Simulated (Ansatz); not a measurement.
A series at Al: from triethylaluminium, ligands are replaced one by one, each step taking up H₂ and setting free `CC`; n counts the steps. Ansatz, PBE0-D4/def2-TZVP geometries. Each molecule was computed in one conformer, which needn't be the lowest.

```tsv
n	molecule	HOMO energy, ωB97M-V/def2-TZVPP (eV)
0	`C[CH2][Al]([CH2]C)[CH2]C`	-9.14
1	`C[CH2][AlH][CH2]C`	?
2	`C[CH2][AlH2]`	-9.76
3	`[AlH3]`	-10.81
```

Problem. By hand: fit a straight line y = ȳ + b (n − n̄) to the 3 given rows and predict n = 1.

Solution. n̄ = 1.667, ȳ = -9.903; Σ(n − n̄)(y − ȳ) = -2.433, Σ(n − n̄)² = 4.667, so b = -0.521 eV a step. Prediction: -9.903 + (-0.521) × (-0.667) = -9.56 eV.

Problem. By hand: compare with the computed value, -9.30 eV, and give the steps along the whole series.

Solution. The line misses by 0.26 eV (computed minus predicted). Steps: -0.16, -0.46, -1.05 eV.

One step carries most of the change, so a line is a poor guide. The highest orbital can change its character along such a series. The miss is 15.6 % of the series' range.
